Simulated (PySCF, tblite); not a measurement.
Calculations on `[H]/N=C\[C@@H]1[CH]CCO1` [radical], in the order of a workflow; each names the level of the geometry that it ran on. Settings lines and outputs come from a driver script.

Species: C5H8NO (doublet state).
SMILES with atom numbers: `[H]/[N:1]=[CH:2]\[C@@H:3]1[CH:4][CH2:5][CH2:6][O:7]1` (hydrogens: H8 on N1; H9 on C2; H10 on C3; H11 on C4; H12, H13 on C5; H14, H15 on C6)

Step 1: GFN2-xTB geometry optimisation, gas phase (tblite 0.8.0) (from a force-field or distance-geometry start)
```json
{"job": {"kind": "relax", "xc": "GFN2-xTB", "basis": "xTB"}, "charge": 0, "multiplicity": 2}
```
```
step      E/eV     max force
  0    -589.26925    3.191
  1    -589.35717    2.999
  2    -589.41060    0.537
...
 60    -589.47581    0.012
 61    -589.47583    0.016
 62    -589.47585    0.017
 63    -589.47588    0.010
 64    -589.47590    0.008
```

Energy lowered by 4.8 kcal/mol over 64 steps; largest atomic force 0.008 eV/Å at the end. «max force» is the largest atomic force in eV/Å.

Time: 0.24 s. Hardware: one thread, Arm Neoverse V2 (aarch64), no GPU, shared host with 96 logical CPUs at a one-minute load of 29.

Step 2: GFN2-xTB harmonic vibrations, gas phase (tblite 0.8.0) (on the GFN2-xTB geometry)
```json
{"job": {"kind": "ir", "xc": "GFN2-xTB", "basis": "xTB"}, "charge": 0, "multiplicity": 2}
```
```
(table of modes left out)
```

39 modes from 71 to 3301 cm⁻¹ (unscaled, harmonic); zero-point energy 75.1 kcal/mol; all wavenumbers are real at this level.

The run took 0.28 s of wall time on one thread of an Arm Neoverse V2, shared host with 96 logical CPUs at a one-minute load of 29.

Step 3: UKS B3LYP, pcH-1 on C H N O, non-relativistic, mean-field spin-orbit, GIAO (PySCF 2.14.0) (on the GFN2-xTB geometry)
```json
{"job": {"kind": "epr", "basis": "pcH-1"}, "charge": 0, "multiplicity": 2}
```
```
...
E = -325.25045565 Eh   <S^2> = 0.7546 (exact 0.7500)
g shifts (ppm)      1          2          3
  rmc          -146       -146       -146
  gc              6         26         24
  oz_so         -15        545        972
  total        -155        424        849
hyperfine (MHz)  atom isotope    a_iso     a_fc   dipolar eigenvalues
    0   14N       1.11       1.11     -3.22     -1.86      5.08
    1   13C      61.73      61.73     -6.35     -4.65     11.00
    2   13C     -33.50     -33.50     -2.51      0.88      1.63
    3   13C      91.07      91.07    -79.69    -79.32    159.01
    4   13C     -33.40     -33.40     -2.47      0.60      1.87
    5   13C       1.33       1.33     -1.29     -0.49      1.78
    6   17O       0.21       0.21     -1.58      0.76      0.83
    7    1H       4.33       4.33     -2.06     -1.10      3.15
    8    1H      -1.72      -1.72     -3.96     -2.62      6.57
    9    1H     101.14     101.14     -4.74     -3.92      8.66
   10    1H     -62.51     -62.51    -38.13      0.11     38.02
   11    1H      87.43      87.43     -4.65     -3.48      8.13
   12    1H     137.83     137.83     -5.46     -3.73      9.19
   13    1H      -1.66      -1.66     -1.97     -1.65      3.62
   14    1H      -1.42      -1.42     -2.54     -2.05      4.59
```

⟨S²⟩ 0.755; g_iso 2.0027. rmc, gc and oz_so are the mass-correction, gauge-correction and orbital-Zeeman/spin–orbit parts of the g shift along its three principal axes; a_iso is the isotropic hyperfine coupling and a_fc its Fermi-contact part. The log counts atoms from 0, this text from 1.

The run took 41 s wall (grids of density and orbitals included) on one thread of an Arm Neoverse V2, no GPU, on a shared host, and the process peaked at 0.96 GiB of memory.

Geometry of the electronic-property runs (GFN2-xTB):
```
atom  x, y, z in Å
N1     2.247    1.095    0.312
C2     1.860    0.011   -0.168
C3     0.631   -0.791    0.285
C4    -0.288   -0.903   -0.860
C5    -1.486   -0.069   -0.614
C6    -1.123    0.635    0.703
O7    -0.080   -0.117    1.304
H8     1.703    1.421    1.111
H9     2.398   -0.408   -1.011
H10    0.989   -1.750    0.691
H11   -0.054   -1.402   -1.776
H12   -1.693    0.645   -1.417
H13   -2.383   -0.692   -0.500
H14   -1.947    0.673    1.418
H15   -0.780    1.660    0.501
```

 (This holds for the electronic-property runs.)

One conformer stands for the species.
